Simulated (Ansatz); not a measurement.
The same molecule with X = B, Al, Ga, In. Ansatz, PBE0-D4/def2-TZVP geometries, multiplicity 1.

Elements past krypton have def2 core potentials. Scalar relativity is left out up to krypton.

| X | molecule | mean X–H bond length / Å | mean X–O bond length / Å | size of the dipole moment (PBE/def2-TZVPP) / D | HOMO–LUMO gap (ωB97M-V/def2-TZVPP) / eV | LUMO energy (ωB97M-V/def2-TZVPP) / eV |
| --- | --- | --- | --- | --- | --- | --- |
| B | `[BH3-][OH+]C` | 1.209 | 1.643 | 4.69 | 11.88 | 1.58 |
| Al | `C[OH+][AlH3-]` | 1.601 | 1.989 | 4.95 | 10.87 | 1.19 |
| Ga | `C[OH+][GaH3-]` | 1.578 | 2.150 | 4.12 | 11.18 | 1.29 |

**Question.** Give the row for X = In, `C[OH+][InH3-]`. (Best estimate.)

**Answer.** Computed: 
| X | molecule | mean X–H bond length / Å | mean X–O bond length / Å | size of the dipole moment (PBE/def2-TZVPP) / D | HOMO–LUMO gap (ωB97M-V/def2-TZVPP) / eV | LUMO energy (ωB97M-V/def2-TZVPP) / eV |
| --- | --- | --- | --- | --- | --- | --- |
| In | `C[OH+][InH3-]` | 1.733 | 2.397 | 3.77 | 10.33 | 0.67 |

From B to In the mean X–H bond length isn't monotonic: highest at In, lowest at B; the mean X–O bond length rises at each step, by 0.754 Å in all; the HOMO–LUMO gap (ωB97M-V/def2-TZVPP) isn't monotonic: highest at B, lowest at In; the LUMO energy (ωB97M-V/def2-TZVPP) isn't monotonic: highest at B, lowest at In. Bonds lengthen as the atom grows down the group. Dipoles are sizes alone, and their direction can turn along the series.
